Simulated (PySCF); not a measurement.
**Nuclear repulsion and electron count by hand**

System: silanone (H2OSi), singlet, at a GFN2-xTB geometry. Level: CAMB3LYP/def2-SVPD (PySCF). Sums are taken with unrounded values, so a last digit can differ.

Coordinates (Å):

```
atom         x         y         z
----  --------  --------  --------
Si1    0.06685  -0.42676   0.00274
O2    -0.16591   1.05909  -0.00680
H3    -0.98466  -1.43402  -0.00032
H4     1.37600  -1.06410   0.01637
```

Q: Work out the nuclear repulsion energy and the numbers of alpha and beta electrons.

A: In atomic units each pair adds Z_i Z_j / r_ij, with r in bohr (1 bohr = 0.529177 Å).
| pair | r (Å) | r (bohr) | Z_i Z_j | term (Eh) |
|---|---|---|---|---|
| Si1-O2 | 1.5040 | 2.8421 | 112 | 39.4069 |
| Si1-H3 | 1.4561 | 2.7516 | 14 | 5.0879 |
| Si1-H4 | 1.4561 | 2.7516 | 14 | 5.0879 |
| O2-H3 | 2.6241 | 4.9589 | 8 | 1.6133 |
| O2-H4 | 2.6241 | 4.9589 | 8 | 1.6133 |
| H3-H4 | 2.3895 | 4.5155 | 1 | 0.2215 |
The sum is 53.0306 Eh; PySCF gives 53.0306 Eh. The atomic numbers add up to 24, so at charge +0 there are 24 electrons; multiplicity 1 means 0 unpaired, so 12 alpha and 12 beta.
